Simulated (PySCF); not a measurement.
Precursor series Hf H-SH. Isolated molecules, 0 K electronic values unless said otherwise. One relaxed conformer stands for each flexible species; it need not be the lowest.

Level of theory: B3LYP-D3(BJ)/def2-TZVP // BP86-D3(BJ)/def2-SVP in PySCF. B3LYP has the VWN-RPA correlation part, as in Gaussian. 

| species | LUMO (eV) | charge on the central atom (Mulliken) (e) |
|---|---|---|
| 0 of 4 H replaced by SH ([Hf(H)4]) | -2.36 | 0.82 |
| 1 of 4 H replaced by SH ([Hf(H)3(SH)]) | -2.32 | 0.82 |
| 2 of 4 H replaced by SH ([Hf(H)2(SH)2]) | -2.34 | 0.86 |
| 4 of 4 H replaced by SH ([Hf(SH)4]) | -2.34 | 0.96 |
